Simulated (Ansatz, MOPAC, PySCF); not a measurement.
Series: H2E=Y. Isolated molecules, 0 K electronic values unless said otherwise. Strings in code marks are SMILES.

Quantity: vertical ionisation energy (energy after one electron is removed minus that of the parent at the parent's geometry), in eV. The restricted reference of `N=[SiH2]` is unstable towards unrestricted orbitals.

Level 1: PBE/6-31G* // r2SCAN-D4/def2-TZVP (PySCF)
Level 2: minus the HOMO energy of HF/STO-3G // r2SCAN-D4/def2-TZVP (PySCF)
Level 3: minus the HOMO energy of PM7 // r2SCAN-D4/def2-TZVP (MOPAC)
Level 4: HF/def2-TZVPP // r2SCAN-D4/def2-TZVP (Ansatz, a program for electronic structure)

```
species       level 1  level 2  level 3  level 4
------------  -------  -------  -------  -------
`O=[SiH2]`      10.62      [?]    11.10      [?]
`[S]=[GeH2]`     9.15     6.05     9.13      [?]
`N=[SiH2]`       9.83     6.99    10.61     8.23
```

Question: Some entries are withheld; supply them.

Answer: 
- `O=[SiH2]`, level 2: 7.93
- `O=[SiH2]`, level 4: 8.92
- `[S]=[GeH2]`, level 4: 7.92
